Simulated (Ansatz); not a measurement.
Total energies of GeH₅Sn (`[GeH3][SnH2]`) radical.

Z-matrix (Å, degrees):
```
Ge
Sn 1 2.608
H 1 1.541 2 111.7
H 1 1.537 2 109.7 3 120.4
H 1 1.537 2 109.5 3 -120.3
H 2 1.719 1 111.5 3 -59.3
H 2 1.719 1 111.3 3 60.7
```

Charge 0, multiplicity 2. Correlated methods include outer-core shells of Ge, Sn, which these sets cover unevenly. Scalar relativity is left out up to krypton. Sn takes the def2 core potential. All single points use the PBE0-D4/def2-TZVP geometry. Basis def2-TZVPP, Ansatz 0.2.0.

RPA on PBE orbitals: Hartree–Fock energy of these orbitals -2291.54683 Eh, correlation -0.92317 Eh (frozen core).

```tsv
functional	energy without D4 (Eh)	D4 term (kJ/mol)
LDA (SPW92)	-2290.71415	–
PBE	-2293.93409	-12.1
BLYP	-2294.25468	-25.7
B97M-V	-2293.87997	–
PBE0	-2294.00543	-10.4
B3LYP	-2294.39440	-19.9
r2SCANh	-2294.31790	-3.0
BHLYP	-2294.17279	-18.6
ωB97X-V	-2294.05436	–
B2PLYP	-2293.67794	–
```

**Question.** Give the same for revPBE, r2SCAN, r2SCAN0, HSE06 (plane-wave form), CAM-B3LYP, LC-ωPBE, ωB97M-V, PBE-QIDH. (An estimate is asked.)

**Answer.** Computed: 
```tsv
functional	energy without D4 (Eh)	D4 term (kJ/mol)
revPBE	-2294.15258	-30.2
r2SCAN	-2294.33650	-2.7
r2SCAN0	-2294.29123	-3.3
HSE06 (plane-wave form)	-2294.00351	-9.9
CAM-B3LYP	-2294.36639	-10.8
LC-ωPBE	-2294.03239	–
ωB97M-V	-2294.07947	–
PBE-QIDH	-2293.47982	–
```

B3LYP takes the VWN-RPA correlation (the form of Gaussian; ORCA's B3LYP/G). HSE06 is the plane-wave form, built on full-range PBE exchange. The double hybrids freeze the cores in their second-order part.

LC-ωPBE has ω = 0.4 bohr⁻¹.
